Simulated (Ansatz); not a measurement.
Isolated molecules relaxed with PBE0-D4/def2-TZVP in Ansatz; ΔE leaves out vibrations. CBS: MP2 limit from def2 TZ/QZ plus the TZ coupled-cluster correction, frozen cores. DFT in def2-TZVPP. Elements past krypton have def2 core potentials. For Se, Sn outer-core shells are correlated without core-valence functions, which leaves a few kJ/mol of doubt a bond. Scalar relativity is left out up to krypton. Each species was taken in one conformer, which may not be the lowest.

Reaction (substitution at a C–Sn bond): `NC#[C][SnH2][OH]` + H₂Se → `NC#C[SeH]` + `[OH][SnH3]`

CCSD(T)/CBS gives +72.2 kJ/mol.

Task: Another level gave +69.5 kJ/mol. Which?
A. PBE-D4/def2-TZVPP
B. ωB97M-V/def2-TZVPP
C. SCS-MP2/def2-TZVPP
D. r2SCAN-D4/def2-TZVPP

Result: C. SCS-MP2/def2-TZVPP 69.5, r2SCAN-D4 58.9, PBE-D4 50.7, ωB97M-V 63.9 kJ/mol.

Largest T1 diagnostic among the species: 0.014.

From PBE to PBE0 (25 % exact exchange), in def2-TZVPP and without D4, ΔE moves by +4.9 kJ/mol.
